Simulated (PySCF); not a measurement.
From computed data to an observable: chemical shift, span and skew from a shielding tensor

methyl (Z)-2,3-difluoroprop-2-enoate (C₄H₄F₂O₂), SMILES C(/F)=C(/F)C(=O)OC. Atoms are numbered in the order given.

```xyz
12

C     -0.1677    -2.9460     0.0000
O     -0.6085    -1.5871     0.0000
C      0.3547    -0.6616     0.0000
O      1.5408    -0.8988     0.0000
C     -0.2090     0.7136     0.0000
F     -1.5342     0.8480     0.0000
C      0.6077     1.7764     0.0000
F      0.1488     3.0181     0.0000
H      0.4396    -3.1567     0.8929
H      0.4396    -3.1567    -0.8929
H     -1.0760    -3.5596     0.0000
H      1.6935     1.6702     0.0000
```

The structure is a stationary point at B3LYP-D3(BJ)/def2-SVP. Other conformers were not sampled.

GIAO shieldings from PBE/pcSseg-1 (PySCF), non-relativistic, no solvent. The symmetric part of the tensor of F6 has the principal values 232.3, 275.2, 432.7 ppm. The same nucleus in CFCl3 has σ = 133.6 ppm at this level (PySCF, at its B3LYP-D3(BJ)/def2-TZVP geometry).

**Question.** Work out the isotropic shielding, the ¹⁹F shift against CFCl3, the span and the skew.

**Answer.** 
σ(iso) = (σ11 + σ22 + σ33)/3 = 313.4 ppm. δ = σ(ref) − σ(iso) = 133.6 − (313.4) = -179.8 ppm.
Span Ω = σ33 − σ11 = 200.4 ppm. Skew κ = 3(σ(iso) − σ22)/Ω = 0.57. Tumbling in solution averages the tensor to δ; in a static solid the shielding alone would spread this spin-1/2 line over Ω.
